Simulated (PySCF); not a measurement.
CH₇AlO₂Si, SMILES [SiH2](C)[Al]([OH])[OH].

Coordinates come from a PBE0-D3(BJ)/def2-SVP optimisation. The structure was generated by enumeration; whether it is a known compound was not checked. One conformer was computed; it need not be the lowest.

These are C-PCM-ωB97X/def2-SVP in PySCF 2.14.0 values and carry that method's errors.

The values are the electrostatic part of the solvation free energy, E(continuum) − E(gas) at the gas-phase geometry, in a cavity of scaled van der Waals radii (PySCF's table); cavitation and dispersion terms are not included. A continuum can't describe solvent molecules that bind to the metal. In vacuum the orbital gap is 11.57 eV. The dipole moment in vacuum is 2.54 D.

Computed values in water (ε = 78.36), ethylethanoate (ε = 5.99), 2-propanol (ε = 19.26):
```
solvent             ε  ΔG(elec) (kcal/mol)  dipole (D)  gap (eV)
--------------  -----  -------------------  ----------  --------
water           78.36                 -8.6        3.16     11.76
ethylethanoate   5.99                 -7.2        3.05     11.73
2-propanol      19.26                 -8.3        3.13     11.75
```
